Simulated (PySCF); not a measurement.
F₂Sr, triplet, geometry from GFN2-xTB (such geometries of metal compounds can be far from the true shape) (a higher spin typed on purpose: for a closed-shell molecule this is an excited state) (core potentials on Sr); PBE0/def2-SV(P) run with PySCF.

Here is a job for PySCF.
```python
from pyscf import gto, scf, dft

mol = gto.Mole()
mol.atom = '''
    Sr   -0.019285   -0.004439   -0.001729
    F    -0.194880    1.548583   -1.320943
    F     0.276304   -1.529840    1.328242
'''
mol.basis = 'def2-sv(p)'
mol.ecp = {'Sr': 'def2-sv(p)'}
mol.charge = 0
mol.spin = 2
mol.verbose = 5
mol.build()

mf = dft.UKS(mol)
mf.xc = 'pbe0'
mf.kernel()
mf.analyze()
```

Q: What does PySCF print? Leave out banner, timings and long lists.

A: 
```
PySCF version 2.14.0

[INPUT] verbose = 5
[INPUT] max_memory = 4000
[INPUT] num. atoms = 3
[INPUT] num. electrons = 28
[INPUT] charge = 0
[INPUT] spin (= nelec alpha-beta = 2S) = 2
[INPUT] symmetry False subgroup None
[INPUT] Mole.unit = angstrom
[INPUT] Symbol           X                Y                Z      unit          X                Y                Z       unit  Magmom
[...]
[INPUT] ---------------- BASIS SET ----------------
[INPUT] l, kappa, [nprim/nctr], expnt,             c_1 c_2 ...
[INPUT] Sr
[...]
                                3.0691274814      -0.64852205985
                                0.70675488028     0.62064729022
[...]
                                1.664234          0.37856824234
                                0.59455471858     0.59874487803
                                0.26152621998     0.35314019512
[...]
                                0.996656          0.108098
                                0.390735          0.27854
                                0.12277           0.477318
[...]
[INPUT] F
[...]
                                435.4193912       -0.039904258866
                                98.843328866      -0.17912768038
                                27.485198001      -0.46758090825
                                8.5405498171      -0.4465313102
[...]
                                4.9872339257      -0.23754317067
                                1.3491613954      -0.51287353587
[...]
nuclear repulsion = 57.0558455626077
number of shells = 21
number of NR pGTOs = 97
number of NR cGTOs = 51
basis = def2-sv(p)
ecp = {'Sr': 'def2-sv(p)'}

******** <class 'pyscf.dft.uks.UKS'> ********
method = UKS
initial guess = minao
damping factor = 0
level_shift factor = 0
DIIS = <class 'pyscf.scf.diis.CDIIS'>
diis_start_cycle = 1
diis_space = 8
diis_damp = 0
SCF conv_tol = 1e-09
SCF conv_tol_grad = None
SCF max_cycles = 50
direct_scf = True
direct_scf_tol = 1e-13
number electrons alpha = 15  beta = 13
XC library pyscf.dft.libxc version 7.1.2
    S. Lehtola, C. Steigemann, M. J. T. Oliveira, and M. A. L. Marques,  SoftwareX 7, 1–5 (2018)
XC functionals = pbe0
    C. Adamo and V. Barone,  J. Chem. Phys. 110, 6158 (1999)
    M. Ernzerhof and G. E. Scuseria,  J. Chem. Phys. 110, 5029 (1999)
radial grids:
    Treutler-Ahlrichs [JCP 102, 346 (1995); DOI:10.1063/1.469408] (M4) radial grids

becke partition: Becke, JCP 88, 2547 (1988); DOI:10.1063/1.454033
pruning grids: <function nwchem_prune>
grids dens level: 3
[...]
converged SCF energy = -229.971515108238  <S^2> = 2.0073857  2S+1 = 3.0049198
Total Energy =                        -229.971515108238066
[...]
1 F 2pz          0.00381
1 F 3px         -0.00588
1 F 3py          0.05410
1 F 3pz         -0.04589
1 F 3dxy         0.00295
1 F 3dyz         0.02265
1 F 3dz^2       -0.00330
1 F 3dxz        -0.00251
1 F 3dx2-y2      0.01318
2 F 1s           0.00009
2 F 2s          -0.00920
2 F 3s          -0.04640
2 F 2px         -0.00085
2 F 2py          0.00441
2 F 2pz         -0.00384
2 F 3px          0.01052
2 F 3py         -0.05303
2 F 3pz          0.04630
2 F 3dxy         0.00504
2 F 3dyz         0.02241
2 F 3dz^2       -0.00359
2 F 3dxz        -0.00440
2 F 3dx2-y2      0.01235

spin_pop of  0 Sr 4s        0.00672
spin_pop of  0 Sr 5s        0.02189
spin_pop of  0 Sr 6s        0.34550
spin_pop of  0 Sr 7s        0.44925
spin_pop of  0 Sr 4px      -0.00020
spin_pop of  0 Sr 4py       0.01568
spin_pop of  0 Sr 4pz       0.01146
spin_pop of  0 Sr 5px       0.00056
spin_pop of  0 Sr 5py       0.00009
spin_pop of  0 Sr 5pz       0.00018
spin_pop of  0 Sr 6px       0.00042
spin_pop of  0 Sr 6py       0.00047
spin_pop of  0 Sr 6pz       0.00037
spin_pop of  0 Sr 4dxy      0.00166
spin_pop of  0 Sr 4dyz      0.07964
spin_pop of  0 Sr 4dz^2     0.00072
spin_pop of  0 Sr 4dxz      0.00126
spin_pop of  0 Sr 4dx2-y2    0.02507
spin_pop of  0 Sr 5dxy      0.00079
spin_pop of  0 Sr 5dyz      0.02988
spin_pop of  0 Sr 5dz^2     0.00050
spin_pop of  0 Sr 5dxz      0.00060
spin_pop of  0 Sr 5dx2-y2    0.00950
spin_pop of  1 F 1s       -0.00000
spin_pop of  1 F 2s        0.00058
spin_pop of  1 F 3s        0.00180
spin_pop of  1 F 2px       0.00277
spin_pop of  1 F 2py       0.29077
spin_pop of  1 F 2pz       0.20522
spin_pop of  1 F 3px      -0.00020
spin_pop of  1 F 3py      -0.00125
spin_pop of  1 F 3pz      -0.00093
spin_pop of  1 F 3dxy      0.00000
spin_pop of  1 F 3dyz      0.00018
spin_pop of  1 F 3dz^2     0.00000
spin_pop of  1 F 3dxz      0.00000
spin_pop of  1 F 3dx2-y2    0.00006
spin_pop of  2 F 1s       -0.00000
spin_pop of  2 F 2s        0.00058
spin_pop of  2 F 3s        0.00180
spin_pop of  2 F 2px       0.01583
spin_pop of  2 F 2py       0.27115
spin_pop of  2 F 2pz       0.21176
spin_pop of  2 F 3px      -0.00025
spin_pop of  2 F 3py      -0.00117
spin_pop of  2 F 3pz      -0.00096
spin_pop of  2 F 3dxy      0.00001
spin_pop of  2 F 3dyz      0.00017
spin_pop of  2 F 3dz^2     0.00000
spin_pop of  2 F 3dxz      0.00001
spin_pop of  2 F 3dx2-y2    0.00005
In total            15.00000 | 13.00000
Dipole moment(X, Y, Z, Debye):  0.08939,  0.02048,  0.00778
```
